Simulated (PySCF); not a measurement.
# Frontier levels across methods

Compound: CH₄B₃Cl₂F.
Z-matrix (Å and degrees, PBE0-D3(BJ)/def2-SVP geometry), rows numbered from 1:
```
F 
B   1  1.3283
B   2  1.6932  1  121.55
C   3  1.5694  2  123.64  1    86.42
B   4  1.5637  3  103.52  2   -90.71
Cl  5  1.7527  4  120.87  3   -82.27
Cl  5  1.7524  4  121.04  3    95.25
H   2  1.2195  1  115.63  3  -179.42
H   3  1.2140  2  118.90  1   -92.30
H   4  1.1009  3  110.91  2   153.42
H   4  1.0998  3  112.91  2    26.38
```

Basis pcSseg-1 throughout (PySCF), one geometry. Isolated species at its PBE0-D3(BJ)/def2-SVP geometry (one conformer only).

Question: How do the orbital energies, the gap and the dipole change with the method?

Answer: 
| method | kind | HOMO (eV) | LUMO (eV) | gap (eV) | μ (D) | SCF cycles |
| --- | --- | --- | --- | --- | --- | --- |
| B97-D | GGA | -6.75 | -3.18 | 3.57 | 1.85 | 14 |
| LDA | LDA | -6.77 | -3.67 | 3.10 | 1.83 | 14 |
| KT2 | GGA | -6.79 | -3.44 | 3.35 | 1.81 | 14 |
| BP86 | GGA | -6.82 | -3.45 | 3.37 | 1.80 | 14 |
| B97-2 | global hybrid | -7.92 | -2.47 | 5.45 | 2.04 | 13 |
| B3LYP | global hybrid | -7.96 | -2.64 | 5.32 | 1.96 | 13 |
| BHandHLYP | global hybrid | -9.57 | -1.44 | 8.13 | 2.22 | 11 |

The HOMO spans 2.81 eV, from B97-D down to BHandHLYP, and the gap runs from 3.10 eV (LDA) to 8.13 eV (BHandHLYP). Over the methods B97-D (0 %), LDA (0 %), KT2 (0 %), BP86 (0 %), B97-2 (21 %), B3LYP (20 %), BHandHLYP (50 %), a straight line through the gap against the share of exact exchange rises by 0.96 eV for each 10 % (correlation coefficient 0.997). The dipole ranges from 1.80 D (BP86) to 2.22 D (BHandHLYP). This basis has no diffuse functions.
